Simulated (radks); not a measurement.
Problem. Species: the gallium ion Ga23+. Configuration: [He] 2s2 2p4 (the NIST ground configuration). Method: Dirac Kohn-Sham, exchange-only PBE, spin-unpolarised, spherical densities, point nucleus; open shells fill j = l - 1/2 first; computed with a radial shooting solver on a logarithmic mesh with Libxc functionals. Some entries of the table are withheld. Estimate them.

orbital,occ.,eigenvalue (Ry),<r^2> (bohr^2),r(max) (bohr)
1s1/2,2,-842.3390,(1),0.03176
2s1/2,2,-172.0574,0.05116,0.1782
2p1/2,2,-163.5880,0.03886,0.1399
2p3/2,2,-161.3222,0.04010,0.1426
3s1/2,0,-69.56900,0.2861,0.4776
3p1/2,0,(2),0.2658,0.4537
3p3/2,0,(3),0.2707,0.4584

Solution. 
(1) 1s1/2 <r^2> (bohr^2): 0.003162
(2) 3p1/2 eigenvalue (Ry): -66.83144
(3) 3p3/2 eigenvalue (Ry): -66.25287
